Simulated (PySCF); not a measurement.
C₄H₅, SMILES C#C[CH]C, multiplicity 2. Atoms are numbered in the order given.

```xyz
9

C     -0.2298     1.9815     0.0000
C      0.1520     0.8103     0.0000
C      0.5660    -0.5030     0.0000
C     -0.3666    -1.6745     0.0000
H     -0.5572     3.0035     0.0000
H      1.6445    -0.7012     0.0000
H     -0.1990    -2.3163    -0.8845
H     -0.1990    -2.3163     0.8845
H     -1.4185    -1.3557     0.0000
```
Charge 0, spin multiplicity 2.

Coordinates come from a B3LYP-D3(BJ)/def2-SVP optimisation.

The numbers are results of PBE/def2-TZVPD run with PySCF, not measurements.

Mulliken values depend strongly on the basis, most of all with diffuse functions as here. ESP charges are fitted to the potential on shells at 1.4 to 2.0 van der Waals radii. Atomic charges (e):

```csv
atom,Mulliken,ESP fit,meta-Löwdin,Mulliken spin
C1,-0.20,-0.40,-0.22,0.48
C2,-0.07,-0.02,-0.02,-0.11
C3,-0.19,0.03,-0.12,0.66
C4,-0.71,-0.35,-0.34,-0.05
H5,0.28,0.28,0.17,-0.03
H6,0.24,0.09,0.13,-0.02
H7,0.21,0.11,0.13,0.04
H8,0.21,0.11,0.13,0.04
H9,0.23,0.14,0.13,-0.01
```
